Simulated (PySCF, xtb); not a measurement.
C₂H₄AlBr, SMILES C=[CH][AlH][Br]. The values are those of a single conformer.

Harmonic wavenumbers (cm⁻¹) from GFN2-xTB in xtb at its own minimum, in rising order: 79, 90, 174, 337, 433, 480, 624, 665, 923, 953, 1036, 1228, 1395, 1603, 1832, 2941, 3004, 3050.

What does PBE-D3(BJ)/def2-SVP in PySCF give at its own minimum? (Estimate from the structure and the level; the computed values follow.)

68, 100, 223, 393, 413, 491, 635, 651, 958, 962, 1021, 1217, 1371, 1591, 1902, 3026, 3068, 3113. Paired by order, the mean absolute difference is 32 cm⁻¹ and the zero-point energies are 29.8 and 30.3 kcal/mol.
